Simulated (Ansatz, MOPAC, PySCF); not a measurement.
Pair of molecules: GeH4 (SMILES [GeH4]) (first 5 atoms) with H2Se (SMILES [SeH2]); geometry from B3LYP-D3(BJ)/def2-TZVP, rigid monomers moved along the line of their centres of mass till Ge1···Se6 is 4.55 Å.
(charge 0, multiplicity 1):
```csv
atom,x (Å),y (Å),z (Å)
Ge,0.1106,0.0508,-0.0842
H,-1.4039,0.0294,0.1566
H,0.3907,0.1205,-1.5951
H,0.7436,-1.2294,0.4827
H,0.7323,1.2743,0.6033
Se,-0.1279,-0.8323,4.3767
H,-0.3306,0.1784,5.4258
H,1.2312,-0.3381,4.1143
```

Monomers are frozen at their geometry in the pair; levels with a basis set take the counterpoise correction. Rows marked so take none.

Cores are frozen in the correlated methods. Filled d and f shells under p-block atoms count as core. CBS(a, b) extrapolates the correlation energy as X⁻³ and adds the Hartree–Fock energy of set b. Rows in 6-31G* carry no dispersion term and start afresh at each structure (6-31G* with six Cartesian d functions); the Pople sets are all-electron and without relativity. MP2/6-31G* freezes PySCF's default core, which leaves 3d correlated. The state reached by PM3, PM6, PM7 isn't checked; PM7 holds dispersion and hydrogen-bond terms.

Programs: Ansatz (Gaussian orbitals); MOPAC for PM3, PM6, PM7 (differences of heats of formation); PySCF for 6-31G* rows, the dispersion terms. 

Other levels give for the interaction energy: PBE/def2-TZVPPD -17.5; B3LYP/def2-TZVPPD 3.7; B3LYP-D3(BJ)/def2-TZVPPD -40.3; wB97M-V/def2-TZVPPD -33.7; MP2/CBS(aug-cc-pVDZ, aug-cc-pVTZ) + ΔCCSD(T)/aug-cc-pVDZ -34.8 meV.

Task: What do these common cheap choices give for the same quantity: PM3, PM6, PM7, HF/6-31G* (no counterpoise), BP86/6-31G* (no counterpoise), M06-2X/6-31G* (no counterpoise), MP2/6-31G*, MP2/6-31G* (no counterpoise)?

Result: PM3 2.2; PM6 -17.7; PM7 -25.9; HF/6-31G* (no counterpoise) -1.9; BP86/6-31G* (no counterpoise) 11.0; M06-2X/6-31G* (no counterpoise) -29.7; MP2/6-31G* -12.8; MP2/6-31G* (no counterpoise) -28.3 meV. They span -29.7 to 11.0 meV.

Ansatz is a quantum-chemistry and plane-wave program.
